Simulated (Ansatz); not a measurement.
This geometry of CH$_{6}$BOS (10 atoms, charge 1, multiplicity 1) is a first-order saddle point.

These are results of Ansatz 0.2.0, RKS r2SCAN-D4/def2-SVP, not measurements.

```xyz
10
Properties=species:S:1:pos:R:3
B -1.129 1.912 0.427
O -0.376 0.825 -0.123
S 0.893 -0.015 0.316
C 0.472 -1.670 -0.220
H -0.799 3.006 0.069
H -2.039 1.615 1.146
H 1.760 0.287 -0.705
H -0.291 -2.049 0.474
H 1.396 -2.266 -0.126
H 0.113 -1.645 -1.258
```

**Question.** Which two structures does it join? (They come from a converged band through this point; their orientation in space is the band's.)

**Answer.** No bond is made or broken. The dihedral H5–B1–O2–S3 goes from -180 to 0°. The two ends are copies of one structure, up to a mirror image or an exchange of like atoms.

Initial state:

```xyz
10
Properties=species:S:1:pos:R:3
B -0.932 1.913 0.506
O -0.237 0.955 -0.242
S 0.703 -0.172 0.519
C 0.301 -1.635 -0.431
H -1.566 2.651 -0.189
H -0.839 1.912 1.702
H 1.885 0.136 -0.095
H -0.694 -1.967 -0.100
H 1.056 -2.395 -0.167
H 0.323 -1.396 -1.503
```

Final state:

```xyz
10
Properties=species:S:1:pos:R:3
B -0.935 1.911 0.507
O -0.244 0.952 -0.242
S 0.707 -0.168 0.515
C 0.304 -1.636 -0.428
H -0.827 1.918 1.702
H -1.582 2.641 -0.185
H 1.882 0.144 -0.110
H -0.690 -1.966 -0.096
H 1.058 -2.395 -0.162
H 0.327 -1.401 -1.501
```

**Question.** How far does it lie above each of them?

**Answer.** 0.53 eV above the first and 0.53 eV above the second. This is the barrier of this one path; another mechanism may lie lower. Limits of this set-up: the dipole of an ion depends on the origin.

Run time: 3.8 min on 2 threads of Arm Neoverse V1, with other jobs on the host, peak memory 0.14 GiB.
